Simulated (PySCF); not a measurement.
C3H9NSi2, SMILES [C@@H](N)([SiH2][SiH3])C#C.

Geometry: B3LYP-D3(BJ)/def2-SVP. The structure was generated by enumeration; whether it is a known compound was not checked. One conformer was computed; it need not be the lowest.

The numbers are results of SMD-M06-2X/def2-SVP (PySCF), not measurements.

Solvation free energies are E(SMD) − E(gas) at the gas-phase geometry, for 1 M in both phases. In vacuum the dipole moment is 1.08 D.

```json
[
 {"solvent": "water", "ΔG(solv) (kcal/mol)": "[?]", "its non-electrostatic (CDS) part": "[?]", "dipole (D)": "[?]"},
 {"solvent": "dimethylsulfoxide", "ΔG(solv) (kcal/mol)": "-3.6", "its non-electrostatic (CDS) part": "3.9", "dipole (D)": "1.58"},
 {"solvent": "benzene", "ΔG(solv) (kcal/mol)": "-2.7", "its non-electrostatic (CDS) part": "0.5", "dipole (D)": "1.25"}
]
```

Q: Fill in the missing entries. (The exact figures need the calculation; the answer reports its results.)

A: 
- water, ΔG(solv) (kcal/mol): -1.7
- water, its non-electrostatic (CDS) part: 5.9
- water, dipole (D): 1.59
